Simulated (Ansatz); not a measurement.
Stretching the Si1–I3 bond in FISi (SMILES F[Si]I) (multiplicity 1 held, fragments rigid). Energies count from the point at 2.513 Å.
Geometry at that point (charge 0, multiplicity 1):
```
atom    x (Å)    y (Å)    z (Å)
----  -------  -------  -------
Si     0.7254   1.0195   1.1889
F      1.1609   2.1637   0.1435
I     -0.3888  -0.6367  -0.3384
```

R- and RO- levels are restricted; in cc, def2 and unpolarised 6-31G sets they are followed outwards from rest. Unrestricted levels (U-) break spin symmetry where that is lower. Curves can end on different states.

Frozen-core correlation. Filled d and f shells under p-block atoms count as core.

Run with Ansatz (Gaussian orbitals).  In def2 rows elements past Kr take small-core potentials, without spin–orbit coupling.

One of these levels gives 500.3 kJ/mol for the energy at R = 8.043 Å. Which?
A) R-wB97X-V/def2-TZVPP
B) U-PBE/def2-TZVPP
C) R-MP2/def2-TZVPP

A, R-wB97X-V/def2-TZVPP. The others give 306.4 (U-PBE/def2-TZVPP), 411.4 (R-MP2/def2-TZVPP)

Doubts at one or more of the structures used: a spin-contaminated determinant (U-PBE/def2-TZVPP); a restricted determinant that unrestricted orbitals would lower (R-wB97X-V/def2-TZVPP, R-MP2/def2-TZVPP).

Ansatz is a quantum-chemistry and plane-wave program.
